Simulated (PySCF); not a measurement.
# NaCa: one state, many levels of theory

State: ²Σ⁺ (doublet), unpaired electrons σ ↑. Set-up: PySCF, no relativity, basis sets Na def2-SVPD, Ca def2-SVPD. De refers to Na + Ca in their ground configurations, without counterpoise correction. The functionals are run spin-unrestricted. A positive dipole means Na(−)Ca(+). Levels whose curve was spin-contaminated or gave no clean fit are not listed.

| Level | Re (Å) | ωe (cm⁻¹) | De (eV) | μ (D) | CPU s a point (SCF and correlation, without the integrals) |
| --- | --- | --- | --- | --- | --- |
| ROHF-MP2 | 3.981 | 69.4 | 0.114 | n/a | 0.23 |
| ROHF-SCS-MP2 | 3.987 | 67.5 | 0.101 | n/a | n/a |
| ROHF-CCSD | 3.843 | 91.6 | 0.172 | n/a | n/a |
| ROHF-CCSD(T) | 3.821 | 95.6 | 0.194 | n/a | 5.3 |
| PBE | 3.659 | 114 | 0.357 | -0.86 | 0.51 |
| TPSS | 3.692 | 117 | 0.416 | -1.22 | 0.79 |
| r²SCAN | 3.708 | 115 | 0.394 | -1.36 | 0.77 |
| PBE0 | 3.692 | 112 | 0.315 | -1.18 | 0.75 |
| r²SCAN0 | 3.714 | 113 | 0.368 | -1.46 | 0.8 |
| HSE06 | 3.694 | 111 | 0.314 | -1.10 | 0.68 |
| MN15 | 3.775 | 79.7 | 0.240 | -0.80 | 0.75 |

**Question.** Which functional lies closest to ROHF-CCSD(T) in De, which farthest, and by how much do they differ from it?

**Answer.** Closest is MN15 (-4.6 pm in Re, -16.6 % in ωe, +0.05 eV in De against ROHF-CCSD(T) in the same basis), farthest TPSS (-12.9 pm in Re, +22.4 % in ωe, +0.22 eV in De). CCSD(T) converges more slowly with the basis than the functionals do and binds too weakly in this one, so the order can change at the basis-set limit.

**Question.** What does a quarter of exact exchange do here, going from PBE to PBE0?

**Answer.** PBE0 less PBE: +3.3 pm in Re, -1.8 % in ωe, -0.04 eV in De. Exact exchange removes part of the self-interaction that spreads semilocal densities, and in most molecules shortens and stiffens the bond and lowers De; here Re and ωe go the other way.

**Question.** What does a quarter of exact exchange do here, going from r²SCAN to r²SCAN0?

**Answer.** r²SCAN0 less r²SCAN: +0.6 pm in Re, -1.7 % in ωe, -0.03 eV in De. Exact exchange removes part of the self-interaction that spreads semilocal densities, and in most molecules shortens and stiffens the bond and lowers De; here Re and ωe go the other way.

Correlated steps freeze 6 core orbitals. The bond is weak. Basis-set superposition, not corrected here, can be much of De in a small basis, most of all at correlated wavefunction levels. Functionals without a dispersion term scatter widely for such bonds, and LDA overbinds them. The state is the lowest determinant that a PBE0 search found; another state may lie lower at other levels.

The whole job (state search and all levels along the bond) took about 2.5 min on 1 thread of Arm Neoverse V2 (shared host), peak memory 0.53 GiB.
